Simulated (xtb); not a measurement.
Sn(Me)4 (C4H12Sn), SMILES [CH3][Sn]([CH3])([CH3])[CH3]. All values are semi-empirical tight-binding results from xtb (GFN2-xTB unless named), good for trends rather than for accurate numbers. Coordinates come from a GFN2-xTB optimisation. The isomer is the one that the SMILES or the coordinates give; other isomers of the formula were not compared.

Optimised geometry:

Bonds (Å): C1–Sn2 2.194, C1–H6 1.084, C1–H7 1.084, C1–H8 1.084, Sn2–C3 2.194, Sn2–C4 2.194, Sn2–C5 2.195, C3–H9 1.084, C3–H10 1.084, C3–H11 1.084, C4–H12 1.084, C4–H13 1.084, C4–H14 1.084, C5–H15 1.084, C5–H16 1.084, C5–H17 1.084. Bond angles (°): Sn2–C1–H6 110.5, Sn2–C1–H7 110.5, Sn2–C1–H8 110.5, H6–C1–H7 108.4, H6–C1–H8 108.4, H7–C1–H8 108.4, C1–Sn2–C3 109.5, C1–Sn2–C4 109.5, C1–Sn2–C5 109.5, C3–Sn2–C4 109.5, C3–Sn2–C5 109.5, C4–Sn2–C5 109.5, Sn2–C3–H9 110.5, Sn2–C3–H10 110.5, Sn2–C3–H11 110.5, H9–C3–H10 108.4, H9–C3–H11 108.4, H10–C3–H11 108.4, Sn2–C4–H12 110.5, Sn2–C4–H13 110.5, Sn2–C4–H14 110.5, H12–C4–H13 108.4, H12–C4–H14 108.4, H13–C4–H14 108.4, Sn2–C5–H15 110.5, Sn2–C5–H16 110.5, Sn2–C5–H17 110.5, H15–C5–H16 108.4, H15–C5–H17 108.4, H16–C5–H17 108.4.
Charge 0, spin multiplicity 1.

For metal compounds this method's bond lengths and energies can be far off.

* **point group as xtb finds it**: C3
* **orbital gap**: 5.23 eV
* **zero-point energy**: 88.7 kcal/mol
* **G − E(el) at 298.15 K (modified RRHO)**: 65.7 kcal/mol

### Question
Give the atomic charges and the Wiberg bond orders between heavy atoms. (The exact figures need the calculation; the answer reports its results.)

### Answer
charges (e) C1 -0.14, Sn2 0.12, C3 -0.14, C4 -0.14, C5 -0.14, H6 0.04, H7 0.04, H8 0.04, H9 0.04, H10 0.04, H11 0.04, H12 0.04, H13 0.04, H14 0.04, H15 0.04, H16 0.04, H17 0.04. Bond orders C1–Sn2 0.74, Sn2–C3 0.74, Sn2–C4 0.74, Sn2–C5 0.74.
